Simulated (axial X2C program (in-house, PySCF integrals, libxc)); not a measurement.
# Density and ELF of WS⁻

All values were computed with an axial X2C code built on PySCF integrals. Spin-free means the one-electron spin-free X2C Hamiltonian. Basis: W dyall-acv3z [14s15p10d7f4g], S dyall-av3z [9s8p3d2f] (cores contracted in-house); Gaussian nuclei, density fitting, unrestricted open shells. Masses: W 183.951 u, S 31.972 u.

PBE0, scalar-relativistic, state M_S = 5/2, Λ = 0 (beyond evenly filled blocks: σα, π+α, π-α, δ+α, δ-α); W at z = 0, S at z = 2.154 Å.

The maps cover the half plane through the axis: z from -2.4 to 4.2 Å along the bond, ρ from 0.15 to 2.25 Å away from it.

log10 of the density in e/bohr³:

```
 ρ\z  -2.4  -1.8  -1.2  -0.6   0.0   0.6   1.2   1.8   2.4   3.0   3.6   4.2
0.15  -3.3  -2.6  -1.6  -0.1   1.8  -0.1  -0.8  -0.1   0.5  -1.0  -1.8  -2.8
0.45  -3.3  -2.5  -1.7  -0.4   0.4  -0.4  -1.0  -0.7  -0.6  -1.1  -1.9  -2.8
0.75  -3.2  -2.5  -1.7  -0.9  -0.4  -0.9  -1.2  -0.9  -0.9  -1.3  -2.1  -2.9
1.05  -3.2  -2.5  -1.9  -1.3  -1.1  -1.4  -1.5  -1.3  -1.2  -1.7  -2.3  -3.1
1.35  -3.2  -2.6  -2.1  -1.7  -1.6  -1.8  -1.8  -1.7  -1.7  -2.0  -2.6  -3.3
1.65  -3.2  -2.7  -2.3  -2.0  -2.0  -2.1  -2.2  -2.1  -2.1  -2.4  -2.9  -3.5
1.95  -3.3  -2.9  -2.5  -2.3  -2.3  -2.4  -2.5  -2.5  -2.5  -2.7  -3.2  -3.7
2.25  -3.5  -3.1  -2.8  -2.6  -2.6  -2.7  -2.8  -2.8  -2.9  -3.1  -3.5  -3.9
```

Electron localisation function (collinear form, no current term, damped to 0 at low density):

```
 ρ\z  -2.4  -1.8  -1.2  -0.6   0.0   0.6   1.2   1.8   2.4   3.0   3.6   4.2
0.15  0.00  0.01  0.06  0.59  0.26  0.49  0.69  0.28  0.80  0.86  0.68  0.19
0.45  0.01  0.03  0.11  0.59  0.34  0.53  0.66  0.19  0.10  0.88  0.65  0.17
0.75  0.03  0.13  0.29  0.49  0.58  0.36  0.60  0.79  0.83  0.86  0.59  0.14
1.05  0.08  0.32  0.54  0.53  0.39  0.22  0.52  0.80  0.86  0.79  0.48  0.10
1.35  0.15  0.48  0.70  0.65  0.39  0.21  0.40  0.69  0.77  0.67  0.36  0.06
1.65  0.18  0.56  0.75  0.71  0.45  0.24  0.28  0.53  0.62  0.51  0.23  0.03
1.95  0.17  0.55  0.73  0.70  0.49  0.24  0.19  0.35  0.44  0.33  0.12  0.01
2.25  0.12  0.46  0.68  0.65  0.47  0.22  0.13  0.20  0.25  0.16  0.04  0.00
```

Axial spin density in 10⁻³ e/bohr³:

```
 ρ\z  -2.4  -1.8  -1.2  -0.6   0.0   0.6  1.2   1.8  2.4   3.0   3.6   4.2
0.15   0.3   1.0   4.3  62.3  86.8  47.5  5.5  -1.2  0.1  -5.5  -1.1  -0.2
0.45   0.4   1.7   9.6  70.4  48.3  72.3  3.6  -6.0  1.2  -2.6  -0.7  -0.1
0.75   0.6   2.5  12.8  57.5  92.2  45.9  2.1  -4.1  1.9  -0.3  -0.3  -0.1
1.05   0.6   2.7  11.5  35.8  47.0  21.5  1.6  -1.4  1.3   0.5   0.0   0.0
1.35   0.6   2.4   8.3  19.5  21.6  10.0  1.4  -0.1  0.8   0.5   0.1   0.0
1.65   0.6   1.8   5.2  10.1  10.1   5.0  1.1   0.3  0.5   0.3   0.1   0.0
1.95   0.4   1.3   3.1   5.1   4.9   2.6  0.8   0.3  0.3   0.2   0.1   0.0
2.25   0.3   0.8   1.7   2.6   2.4   1.4  0.5   0.2  0.2   0.1   0.1   0.0
```

One determinant describes the state; a PBE0 search over occupations chose it and may have missed a lower one. PBE0 can misorder states that lie within some tenths of an eV, so this need not be the ground state of the molecule. The nearest other spin-free determinant of the search, M_S = 3/2, Λ = 1, lies 0.10 eV up at the distance of the search. The highest occupied level of some functionals is positive through self-interaction error; at Hartree–Fock it is bound. With spin–orbit coupling the lowest determinant has another configuration, so this spin-free state is a model.
